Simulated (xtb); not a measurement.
B(H)(OH)2 (BH3O2), SMILES OBO. All values are semi-empirical tight-binding results from xtb (GFN2-xTB unless named), good for trends rather than for accurate numbers. Coordinates come from a GFN2-xTB optimisation. The values are those of a single conformer.

**Question.** Estimate the properties. (The exact figures need the calculation; the answer reports its results.)

**Answer.** 
```yaml
point_group_as_xtb_finds_it: Cs
orbital_gap: 7.54 eV
dipole_moment: 1.77 D
zero_point_energy: 25.4 kcal/mol
G − E(el) at 298.15 K (modified RRHO): 10.0 kcal/mol
static polarisability (D4 model): 26.3 bohr³
solvation energy, GFN2-xTB/ALPB(water): -8.8 kcal/mol
solvation energy, GFN2-xTB/ALPB(dmso): -10.8 kcal/mol
```

Computed IR lines (harmonic; lines under 4 % of the strongest left out, lines within 3 cm⁻¹ merged):
ν (cm⁻¹): 440 (w), 546 (m), 658 (s), 831 (w), 931 (w), 960 (m), 1062 (w), 1159 (s), 1323 (vs), 2595 (m) (against the strongest line: vs over 80 %, s over 45 %, m over 15 %, w over 4 %, vw less)
